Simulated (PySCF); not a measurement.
Compound: C₂F₄O.
SMILES with atom numbers: `[O:1]=[C:2]([F:3])[C:4]([F:5])([F:6])[F:7]`

The same species was optimised twice, with GFN2-xTB and with PBE0-D3(BJ)/def2-SVP (PySCF), and the same property calculations (PySCF, gas phase) were run on both structures.

```tsv
coordinate	GFN2-xTB	PBE0-D3(BJ)/def2-SVP	change
C2–C4 (Å)	1.556	1.537	-0.019
C2–F3 (Å)	1.336	1.323	-0.013
C4–F7 (Å)	1.329	1.317	-0.012
C4–F5 (Å)	1.334	1.327	-0.007
C4–F6 (Å)	1.334	1.328	-0.006
O1=C2 (Å)	1.171	1.175	+0.004
C2–C4–F5 (°)	111.1	109.8	-1.3
C2–C4–F6 (°)	110.9	109.6	-1.3
F5–C4–F7 (°)	108.2	109.3	+1.1
O1–C2–C4 (°)	127.4	126.3	-1.1
F6–C4–F7 (°)	108.2	109.2	+1.0
O1–C2–F3 (°)	123.2	124.1	+0.9
F5–C4–F6 (°)	107.9	108.8	+0.9
C2–C4–F7 (°)	110.5	110.1	-0.4
O1–C2–C4–F5 (°)	-121	-123	-2
```

Rotational constants: A = 3868, B = 2432, C = 2021 MHz (GFN2-xTB) against A = 3866, B = 2507, C = 2073 MHz (PBE0-D3(BJ)/def2-SVP).

On the GFN2-xTB structure: HOMO (eV) -10.25 [PBE0/pcSseg-1]; LUMO (eV) -1.92 [PBE0/pcSseg-1]; dipole (D) 0.64 [PBE0/pcSseg-1]; GIAO shielding of O1 (ppm) -123.7 [PBE0/pcSseg-1]; GIAO shielding of C2 (ppm) 30.6 [PBE0/pcSseg-1]; GIAO shielding of F3 (ppm) 144.9 [PBE0/pcSseg-1]; GIAO shielding of C4 (ppm) 63.7 [PBE0/pcSseg-1]; GIAO shielding of F5/F6/F7 (mean) (ppm) 257.5 [PBE0/pcSseg-1].

Q: What do these properties become on the PBE0-D3(BJ)/def2-SVP structure?

A: 
| property | level | on GFN2-xTB | on PBE0-D3(BJ)/def2-SVP | change |
| --- | --- | --- | --- | --- |
| HOMO (eV) | PBE0/pcSseg-1 | -10.25 | -10.12 | +0.13 |
| LUMO (eV) | PBE0/pcSseg-1 | -1.92 | -1.81 | +0.11 |
| dipole (D) | PBE0/pcSseg-1 | 0.64 | 0.77 | +0.13 |
| energy, GFN2-xTB geometry as zero (kcal/mol) | PBE0/pcSseg-1 | 0.0 | -0.4 | -0.4 |
| GIAO shielding of O1 (ppm) | PBE0/pcSseg-1 | -123.7 | -124.4 | -0.7 |
| GIAO shielding of C2 (ppm) | PBE0/pcSseg-1 | 30.6 | 28.9 | -1.7 |
| GIAO shielding of F3 (ppm) | PBE0/pcSseg-1 | 144.9 | 154.0 | +9.1 |
| GIAO shielding of C4 (ppm) | PBE0/pcSseg-1 | 63.7 | 66.3 | +2.6 |
| GIAO shielding of F5/F6/F7 (mean) (ppm) | PBE0/pcSseg-1 | 257.5 | 265.1 | +7.6 |

The heavy atoms differ by 0.027 Å rms after alignment. Among bonds between heavy atoms C2–C4 changes most (-0.019 Å). Changes are differences of the printed values. Neither structure is proved a minimum here.

Shape of the structure used: `[O:1]=[C:2]([F:3])[C:4]([F:5])([F:6])[F:7]`: O1–C2–C4–F5 -123°.
